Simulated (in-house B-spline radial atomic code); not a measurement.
Sb⁺ is squeezed into an impenetrable sphere of radius R (the orbitals vanish at R). No spin polarisation. Computed with an all-electron radial atomic-structure program (B-spline basis): non-relativistic LDA VWN5, spherical fractional occupations, point nucleus.

Energies in eV above the free ion in [Kr] 4d10 5s2 5p2:

| R (bohr) | highest level (eV) | [Kr] 4d10 5s2 5p2 | [Kr] 4d10 4f1 5s1 5p2 | [Kr] 4d9 4f1 5s2 5p2 | -dE/dV in [Kr] 4d10 5s2 5p2 (GPa) |
| --- | --- | --- | --- | --- | --- |
| 9.46 | -12.2 | 0.001404 | 21.61 | 48.93 | 0.00227 |
| 6.79 | -12.1 | 0.1117 | 23.68 | 50.71 | 0.333 |
| 5.36 | -11.2 | 1.066 | 27.15 | 53.59 | 5 |
| 4.1 | -7.3 | 7.732 | 37.78 | 63.31 | 63 |
| 3.42 | -0.527 | 23.35 | 55.78 | 81.87 | 287 |
| 3.09 | 6.02 | 41.02 | 73.91 | 101.6 | 647 |
| 2.52 | 30.1 | 118.1 | 146.9 | 184 | 3180 |
| 2.02 | 88 | 346.4 | 353.5 | 419.9 | 17100 |
| 1.78 | 148 | 625.4 | 603.4 | 704 | 43900 |
| 1.59 | 228 | 1043 | 977.9 | 1126 | 99600 |

Task: Does [Kr] 4d10 4f1 5s1 5p2 fall below [Kr] 4d10 5s2 5p2 under compression?

Result: Yes, between R = 2.02 and 1.78 bohr the order changes (near 1.96 bohr by linear interpolation).

Task: Does [Kr] 4d9 4f1 5s2 5p2 fall below [Kr] 4d10 5s2 5p2 under compression?

Result: No, it stays above over the whole range.

The highest level is first positive in the row R = 3.09 bohr, pushed up by confinement above the zero of the free ion's potential. Each configuration is held fixed and needn't be the lowest in the sphere.
